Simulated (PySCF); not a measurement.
Species: C4H6NS, net charge 1, singlet state. It need not be the lowest isomer of its formula. 
Structure (B3LYP-D3(BJ)/def2-TZVP (Ansatz) minimum search):
SMILES: [NH3+]c1ccsc1
```xyz
12

N     -2.2388    -0.7871    -0.1268
C     -0.8285    -0.3522    -0.0446
C      0.2368    -1.2756     0.0644
C      1.4291    -0.6130     0.1228
S      1.2350     1.0887     0.0454
C     -0.4646     0.9615    -0.0685
H     -2.5199    -1.3192     0.7035
H     -2.8638     0.0194    -0.2007
H     -2.4047    -1.3811    -0.9462
H      0.1367    -2.3510     0.0977
H      2.4144    -1.0414     0.2077
H     -1.0868     1.8391    -0.1449
```
Charge +1, spin multiplicity 1.

Dispersion corrections to the total energy (kcal/mol) from the dftd3 and dftd4 libraries through PySCF: D3(BJ) without and D4 with the three-body term, each with the damping fitted for the functional named.

| functional | D3(BJ) | D4 |
|---|---|---|
| r2SCAN | -2.07 | -1.63 |
| B2GP-PLYP | -4.75 | (withheld) |
| TPSS | (withheld) | -9.00 |
| BHLYP | (withheld) | -7.83 |
| LC-wPBE | -6.94 | -7.39 |
| PBE | -7.37 | -6.65 |
| CAM-B3LYP | -5.76 | -5.62 |

### Question
Complete the blanks.

### Answer

- B2GP-PLYP, D4: -2.78
- TPSS, D3(BJ): -9.29
- BHLYP, D3(BJ): -10.08
